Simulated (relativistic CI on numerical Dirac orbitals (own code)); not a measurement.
# One change at a time: Mn19+

Base calculation: Dirac-Coulomb-Breit CI, KLI orbitals optimised for each configuration, a model potential for QED, unscaled Slater integrals.

Configurations in the expansion (outside the closed core 1s2): 2s2 2p2, 2s 2p3, 2p4, 2p3 3s, 2p3 3p, 2p3 3d, 2s2 2p 3s, 2s2 2p 3p, 2s2 2p 3d, 2s 2p2 3s, 2s 2p2 3p, 2s 2p2 3d, 2s2 2p 4s, 2s2 2p 4p, 2s2 2p 4d, 2s2 2p 4f. Levels of other configurations are missing.

The lowest level and the first level of each name with at least 55 % of one term (blank where a level has no safe partner in the second run):

| Level | Base (cm⁻¹) | Shift (cm⁻¹) |
| --- | --- | --- |
| 2s2 2p2 3P_0 | 0 | 0 |
| 2s2 2p2 3P_1 | 59498 | -2353 |
| 2s2 2p2 3P_2 | 99113 | -1942 |
| 2s2 2p2 1D_2 | 214421 | -1057 |
| 2s2 2p2 1S_0 | 333951 | +36685 |
| 2s 2p3 5S°_2 | 435355 | -22134 |
| 2s 2p3 3D°_2 | 725053 | -18390 |
| 2s 2p3 3D°_1 | 725856 | -18220 |
| 2s 2p3 3D°_3 | 745052 | -18083 |
| 2s 2p3 3P°_0 | 853689 | -20079 |
| 2s 2p3 3P°_1 | 860360 | -19672 |
| 2s 2p3 3P°_2 | 874093 | -19456 |
| 2s 2p3 3S°_1 | 1036426 | -14821 |
| 2s 2p3 1D°_2 | 1060123 | -14321 |

At this charge energies of transitions that change n are usually good to better than 1 %, and those within a shell (Δn = 0) to a few per cent.

One thing was changed in a second run, which moved the levels as shown. Which?
A. configuration mixing switched off
B. QED terms removed
C. valence Slater integrals scaled by 0.9
D. Breit term removed

A. Configuration mixing switched off. Without mixing, levels that were pushed by configurations of the same parity and J return to their single-configuration places.

LS names give the leading component of a level, which can be under half, so a name can repeat, a term be missing and a line seem to break the LS rules.
